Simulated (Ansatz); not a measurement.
`BB(O)S` + `N[SiH2]CO` → `BN[SiH2]CO` + `OBS`  (cleavage of the B–B bond)

Isolated molecules relaxed with PBE0-D4/def2-TZVP in Ansatz; ΔE leaves out vibrations. CCSD(T)/CBS adds triple-zeta CCSD(T) − MP2 to the extrapolated MP2 energy (def2 sets, frozen cores). DFT in def2-TZVPP. One conformer a species, not always the lowest.

`BB(O)S`:

Z-matrix (Å, degrees):
```
B
B 1 1.672
H 1 1.199 2 121.6
H 1 1.199 2 121.6 3 174.1
O 2 1.359 1 131.6 3 93.1
S 2 1.826 1 113.8 3 -86.9
H 5 0.959 2 113.9 1 0.0
H 6 1.344 2 97.0 1 0.1
```

`N[SiH2]CO`:

Cartesian coordinates in Å:
```
N -0.298 1.528 0.150
Si 0.851 0.253 -0.086
C -0.192 -1.307 -0.261
O -1.220 -1.310 0.716
H -0.075 2.268 0.797
H -0.805 1.899 -0.639
H 1.681 0.225 1.146
H 1.736 0.420 -1.277
H -0.608 -1.381 -1.278
H 0.418 -2.204 -0.113
H -1.487 -0.391 0.845
```

`BN[SiH2]CO`:

Cartesian coordinates in Å:
```
B 0.440 -2.217 0.315
N 0.318 -1.054 1.082
Si 0.490 0.572 0.461
C -0.959 1.067 -0.640
O -0.716 2.322 -1.266
H 0.709 -2.107 -0.850
H 0.279 -3.293 0.815
H 0.095 -1.158 2.061
H 0.600 1.491 1.623
H 1.724 0.669 -0.365
H -1.179 0.278 -1.374
H -1.865 1.191 -0.041
H 0.063 2.239 -1.822
```

`OBS`:

Cartesian coordinates in Å:
```
O -1.149 0.753 0.585
B -0.045 -0.002 0.397
S 0.610 -0.320 -1.263
H -1.551 1.101 -0.216
H 0.492 -0.458 1.360
H 1.643 -1.075 -0.864
```

```tsv
level	ΔE (eV)
PBE	-1.59
r2SCAN	-1.63
```

Task: What does CCSD(T)/CBS give? (Best estimate.)

Result: The calculation gave: -1.66 eV. The listed levels differ from it by 0.07, 0.03 eV.

Largest T1 diagnostic among the species: 0.014.
